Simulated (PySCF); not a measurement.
C₃F₇, SMILES F[C](C(F)(F)F)C(F)(F)F, doublet, PBE0/def2-SVP optimised geometry.

```
10

F     -0.61     1.71     0.00
C      0.00     0.55     0.00
C      1.49     0.55     0.00
F      1.94     1.70     0.48
F      1.96    -0.45     0.76
F      2.00     0.39    -1.23
C     -0.88    -0.67     0.06
F     -2.00    -0.46    -0.63
F     -1.22    -0.98     1.31
F     -0.24    -1.71    -0.46
```

Density from unrestricted PBE0/def2-TZVP in PySCF 2.14.0 at that geometry.

Minimum of the electron density along straight lines between bonded atoms, close to the bond critical point (lines longer than 1.1 times the sum of covalent radii, or with two minima, are not listed):

```csv
bond,length / Å,ρ at the minimum / e bohr⁻³,∇²ρ there / e bohr⁻⁵,position (fraction from the first atom)
F1–C2,1.309,0.286,0.23,0.67
C2–C3,1.499,0.279,-0.79,0.49
C3–F4,1.327,0.296,-0.44,0.34
C3–F5,1.331,0.293,-0.47,0.34
C3–F6,1.334,0.292,-0.49,0.34
C2–C7,1.497,0.280,-0.80,0.49
C7–F8,1.329,0.295,-0.45,0.34
C7–F9,1.334,0.291,-0.49,0.34
C7–F10,1.330,0.294,-0.45,0.34
```
